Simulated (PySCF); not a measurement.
PySCF input file for CH₄Si, SMILES C=[SiH2], PBE/pcSseg-2. Geometry optimised at B3LYP-D3(BJ)/def2-TZVP.

```python
import numpy as np
from pyscf import gto, scf, dft
from pyscf.prop.nmr import rks as nmr

mol = gto.M(
    atom='''
    C     0.00000000    0.00000000   -1.15197677
    Si    0.00000000    0.00000000    0.54890440
    H     0.00000000   -0.91531484   -1.72950662
    H     0.00000000    0.91531484   -1.72950661
    H     0.00000000    1.24051789    1.34310613
    H     0.00000000   -1.24051790    1.34310612
    ''',
    basis='pcSseg-2',
    charge=0,
    spin=0,
    max_memory=1600,
    verbose=3,
)
mf = dft.RKS(mol, xc='pbe')
mf.grids.level = 3
mf.conv_tol = 1e-10
mf.max_cycle = 100
mf.kernel()
n = nmr.NMR(mf)
n.verbose = 2
n.max_cycle_cphf = 60
sigma = n.kernel()
print('atom   isotropic/ppm   span/ppm')
for i, s in enumerate(sigma):
    w = np.linalg.eigvalsh((s + s.T) / 2)
    print(f'{mol.atom_symbol(i):2s}{i + 1:3d} {w.mean():14.3f} {w[2] - w[0]:11.3f}')
```

Log of the run:

```
converged SCF energy = -329.761372711663
atom   isotropic/ppm   span/ppm
C   1         59.298     299.909
Si  2        256.222     327.451
H   3         25.405      10.305
H   4         25.405      10.305
H   5         26.103       6.750
H   6         26.103       6.750
```

The run converged.

Cost: roughly 30 core-seconds.
